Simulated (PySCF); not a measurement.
**`C(=C(CC)C)(C)C`, C7H14**

Molfile (atoms numbered from 1):
```
C7H14
     RDKit          3D

 21 20  0  0  0  0  0  0  0  0999 V2000
   -1.7672   -1.1537   -1.1047 C   0  0  0  0  0  0  0  0  0  0  0  0
   -0.7997    0.0127   -1.3140 C   0  0  0  0  0  0  0  0  0  0  0  0
   -0.2177    0.4788   -0.0046 C   0  0  0  0  0  0  0  0  0  0  0  0
   -1.0417    1.5033    0.7298 C   0  0  0  0  0  0  0  0  0  0  0  0
    0.9231    0.0238    0.5142 C   0  0  0  0  0  0  0  0  0  0  0  0
    1.4400    0.5450    1.8292 C   0  0  0  0  0  0  0  0  0  0  0  0
    1.7918   -1.0346   -0.1007 C   0  0  0  0  0  0  0  0  0  0  0  0
   -2.2077   -1.4606   -2.0513 H   0  0  0  0  0  0  0  0  0  0  0  0
   -1.2450   -2.0037   -0.6716 H   0  0  0  0  0  0  0  0  0  0  0  0
   -2.5693   -0.8665   -0.4282 H   0  0  0  0  0  0  0  0  0  0  0  0
   -1.3374    0.8426   -1.7783 H   0  0  0  0  0  0  0  0  0  0  0  0
   -0.0124   -0.2898   -2.0053 H   0  0  0  0  0  0  0  0  0  0  0  0
   -2.0128    1.6283    0.2580 H   0  0  0  0  0  0  0  0  0  0  0  0
   -0.5408    2.4724    0.7323 H   0  0  0  0  0  0  0  0  0  0  0  0
   -1.1981    1.2112    1.7671 H   0  0  0  0  0  0  0  0  0  0  0  0
    2.4663    0.2256    1.9912 H   0  0  0  0  0  0  0  0  0  0  0  0
    1.4081    1.6324    1.8607 H   0  0  0  0  0  0  0  0  0  0  0  0
    0.8337    0.1731    2.6560 H   0  0  0  0  0  0  0  0  0  0  0  0
    1.9179   -1.8547    0.6068 H   0  0  0  0  0  0  0  0  0  0  0  0
    1.3784   -1.4398   -1.0175 H   0  0  0  0  0  0  0  0  0  0  0  0
    2.7814   -0.6289   -0.3146 H   0  0  0  0  0  0  0  0  0  0  0  0
  1  2  1  0
  2  3  1  0
  3  4  1  0
  3  5  2  3
  5  6  1  0
  5  7  1  0
  1  8  1  0
  1  9  1  0
  1 10  1  0
  2 11  1  0
  2 12  1  0
  4 13  1  0
  4 14  1  0
  4 15  1  0
  6 16  1  0
  6 17  1  0
  6 18  1  0
  7 19  1  0
  7 20  1  0
  7 21  1  0
M  END
```

Level of theory: GIAO CAM-B3LYP/pcSseg-1 magnetisability, rotational g tensor and spin-rotation constants, non-relativistic, gas phase in PySCF. Geometry: GFN2-xTB.

Task: How diamagnetic is it, and how anisotropic?

Result: Isotropic -1329 × 10⁻³⁰ J/T², or -80.0 × 10⁻⁶ cm³/mol; principal values -1449, -1304, -1234 × 10⁻³⁰ J/T², anisotropy 190 × 10⁻³⁰ J/T² (root of half the summed squared differences of the principal values). The susceptibility is in cgs units.

Task: Split it along the inertial axes a, b, c into diamagnetic and paramagnetic parts about the centre of mass, with the quadrupole moment.

Result: 
| axis | χ (10⁻⁶ cm³/mol) | diamagnetic (10⁻⁶ cm³/mol) | paramagnetic (10⁻⁶ cm³/mol) | summed x² of all electrons (Å²) | quadrupole Θ (D Å) |
| --- | --- | --- | --- | --- | --- |
| a | -76.6 | -500.9 | 424.3 | 151.7 | +0.97 |
| b | -77.7 | -758.7 | 681.0 | 91.0 | +0.80 |
| c | -85.7 | -1029.6 | 943.9 | 27.1 | -1.77 |

Anisotropies 2χaa − χbb − χcc = +10.2 and 2χbb − χaa − χcc = +6.9 × 10⁻⁶ cm³/mol. Θ is traceless in Buckingham's convention.

Task: And the rotational g tensor?

Result: 
```
axis  rotational constant (GHz)        g  nuclear part  electronic part
   a                     3.3791  -0.0114        0.6622          -0.6736
   b                     1.9901  -0.0056        0.6311          -0.6367
   c                     1.4128  +0.0024        0.6288          -0.6265
```
Asymmetric top; isotopes 12C, 1H; no vibrational averaging.
